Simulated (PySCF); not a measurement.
Match the calculated data to a structure.

All candidates are C5H9NO.

- UV, strongest line: among the 8 lowest singlet transitions: S7 at 8.13 eV (153 nm, f = 0.098) [TDDFT wB97X-D/def2-SVPD]
- Polarisability: 70.3 au [wB97X-D/def2-SVPD]
- Dipole: 2.08 D [wB97X-D/def2-SVPD]
- Rotational structure: rotational constants A, B, C: 8.291, 1.531, 1.371 GHz [GFN2-xTB]
- UV, first state: lowest singlet excitation: 5.18 eV (239 nm, f = 0.002) [TDDFT wB97X-D/def2-SVPD]
- Triplet: lowest triplet excitation (Tamm–Dancoff): 4.52 eV [TDA wB97X-D/def2-SVPD]

The electronic properties come from PySCF, for the isolated species, density fitting. Levels stand in brackets. The structure is a single GFN2-xTB conformer in the gas phase; no vibrational or solvent corrections.

Question: Which candidate is it?
A. `COC1CC(=N)C1`
B. `CC(=O)NC1CC1`
C. `O[C@H]1C=NCCC1`

Answer: A. It is `COC1CC(=N)C1`. Numbering: `[CH3:1][O:2][CH:3]1[CH2:4][C:5](=[NH:6])[CH2:7]1`. Its formula, C5H9NO, gives 2 degrees of unsaturation: 1 ring and 1 π bond in the structure found. The optimised geometry has point group C1 and is an asymmetric top.

The others, at the same levels:
- `O[C@H]1C=NCCC1` fails: its computed lowest singlet excitation is 4.67 eV (265 nm, f = 0.002) (against 5.18 eV), lowest triplet excitation (Tamm–Dancoff) is 3.96 eV (against 4.52 eV) and strongest line among the 8 lowest singlet transitions is S5 at 7.76 eV (160 nm, f = 0.175) (against S7 at 8.13 eV).
- `CC(=O)NC1CC1` fails: its computed lowest singlet excitation is 5.89 eV (211 nm, f = 0.001) (against 5.18 eV), lowest triplet excitation (Tamm–Dancoff) is 5.44 eV (against 4.52 eV) and strongest line among the 8 lowest singlet transitions is S3 at 7.03 eV (176 nm, f = 0.294) (against S7 at 8.13 eV).

Each candidate is one conformer, not necessarily the lowest. The conformers computed, where there is a choice (atom-mapped SMILES and torsion angles):
- `[CH3:1][O:2][CH:3]1[CH2:4][C:5](=[NH:6])[CH2:7]1`: C1–O2–C3–C4 179°
- `[CH3:1][C:2](=[O:3])[NH:4][CH:5]1[CH2:6][CH2:7]1`: C1–C2–N4–C5 180°, C2–N4–C5–C6 -145°

The conformers of `O[C@H]1C=NCCC1` aren't listed.
